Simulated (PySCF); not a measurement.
Structure problem from calculated spectra and properties.

Formula: C6H6B2F2.

* 13C NMR: chemical shifts (computed TMS as zero) by class: 156.5 (1 C), 152.3 (1 C), 146.5 (1 C), 142.2 (1 C), 130.0 (1 C), 124.2 (1 C) ppm [GIAO B97-2/pcSseg-1]
* Valence photoelectron: vertical ionisation energy: 9.85 eV [ΔSCF CAM-B3LYP/def2-SVPD]
* Couplings: largest of the computed one-bond spin–spin couplings (means over like bonds): 13C–1H +170.9, 13C–1H +169.5, 13C–1H +168.9, 13C–1H +168.5, 11B–1H +136.3 (×2), 19F–11B -123.3 (×2), 13C–11B +103.4, 13C–11B +67.8 Hz [B3LYP/pcJ-1, spin–dipole term left out for some pairs]
* Rotational structure: rotational constants A, B, C: 2.557, 0.881, 0.655 GHz [PBE0-D3(BJ)/def2-SVP]
* Triplet: lowest triplet excitation (Tamm–Dancoff): 3.60 eV [TDA CAM-B3LYP/def2-SVPD]
* UV, strongest line: among the 10 lowest singlet transitions: S6 at 6.11 eV (203 nm, f = 0.608) [TDDFT CAM-B3LYP/def2-SVPD]

Electronic properties: PySCF, gas phase, density fitting. Levels stand in brackets. Geometry: PBE0-D3(BJ)/def2-SVP; no solvent, vibrations or thermal averaging. NMR classes are plain means over equivalent atoms (diastereotopic ones count apart unless rotation or inversion swaps them), as if these changed places fast.

Problem. Give a SMILES that accounts for the data.

Solution. Numbering: `[BH2:1][c:2]1[cH:3][cH:4][cH:5][c:6]([B:7]([F:8])[F:9])[cH:10]1`. 6 carbons fall into 6 classes; from least to most shielded: aromatic CH carbon [C10] (156.5 ppm), aromatic CH carbon [C3] (152.3 ppm), aromatic CH carbon [C5] (146.5 ppm), substituted aromatic carbon [C2] (142.2 ppm), aromatic CH carbon [C4] (130.0 ppm), substituted aromatic carbon [C6] (124.2 ppm). The couplings run between: +170.9 Hz, aromatic CH carbon [C10] and its hydrogen; +169.5 Hz, aromatic CH carbon [C4] and its hydrogen; +168.9 Hz, aromatic CH carbon [C3] and its hydrogen; +168.5 Hz, aromatic CH carbon [C5] and its hydrogen; +136.3 Hz, three-coordinate boron [B1] and its hydrogen (with 1 like pair); -123.3 Hz, boron-bound fluorine [F8] and three-coordinate boron [B7] (with 1 like pair); +103.4 Hz, substituted aromatic carbon [C6] and three-coordinate boron [B7]; +67.8 Hz, substituted aromatic carbon [C2] and three-coordinate boron [B1]. The first electron is taken from the HOMO, whose largest Löwdin shares are 0.26 on an aromatic CH carbon, 0.22 on an aromatic CH carbon, 0.12 on an aromatic CH carbon and 0.11 on a substituted aromatic carbon. By its constants the optimised geometry is an asymmetric top. Structure: `Bc1cccc(B(F)F)c1`. Computed isomers that give other values at the same levels: `Bc1ccccc1B(F)F` (vertical ionisation energy: 9.26 eV); `Bc1ccc(B(F)F)cc1` (rotational constant A: 3.626 GHz; this holds for the one conformer computed). The assignments are read from this structure; whether some other isomer fits the data as well wasn't checked.

The values belong to the conformer `[BH2:1][c:2]1[cH:3][cH:4][cH:5][c:6]([B:7]([F:8])[F:9])[cH:10]1`: C5–C6–B7–F8 -2°.
